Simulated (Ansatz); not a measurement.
Gas-phase electronic energies from Ansatz, PBE0-D4/def2-TZVP geometries. CCSD(T)/CBS adds triple-zeta CCSD(T) − MP2 to the extrapolated MP2 energy (def2 sets, frozen cores). Functionals use def2-TZVPP. B3LYP here is the variant with VWN-RPA as its local correlation; programs differ in this. def2 core potentials past Kr. For Cd outer-core shells are correlated without core-valence functions, which leaves a few kJ/mol of doubt a bond. One conformer a species, not always the lowest.

Reaction (substitution at a C–C bond): `C[CH2][Cd][Cl]` + `CC#CO` → `CC#COC` + `[CH3][Cd][Cl]`

```
             level  ΔE (kJ/mol)  difference from CCSD(T)/CBS
            PBE-D4         24.5                         -0.4
         r2SCAN-D4         22.0                         -2.9
           PBE0-D4         25.0                          0.1
          B3LYP-D4         19.2                         -5.7
           ωB97X-V         19.2                         -5.7
           ωB97M-V         21.7                         -3.2
            B2PLYP         19.8                         -5.1
               PBE         23.6                         -1.3
            r2SCAN         21.8                         -3.1
              PBE0         24.2                         -0.7
             B3LYP         17.5                         -7.4
     HF/def2-TZVPP         11.1                        -13.8
    MP2/def2-TZVPP         26.7                          1.8
SCS-MP2/def2-TZVPP         22.7                         -2.2
   CCSD/def2-TZVPP         22.9                         -2.0
CCSD(T)/def2-TZVPP         23.3                         -1.6
     HF/def2-QZVPP         10.7                        -14.2
    MP2/def2-QZVPP         27.4                          2.5
SCS-MP2/def2-QZVPP         23.6                         -1.3
      HF/CBS(def2)         10.7                        -14.2
     MP2/CBS(def2)         28.2                          3.3
    CCSD/CBS(def2)         24.5                         -0.4
       CCSD(T)/CBS         24.9                            0
```

Largest T1 diagnostic among the species: 0.012.

In def2-TZVPP, CCSD(T) changes the Hartree–Fock value by +12.3 kJ/mol (the triples alone add +0.4 kJ/mol) and MP2 by +15.6 kJ/mol.
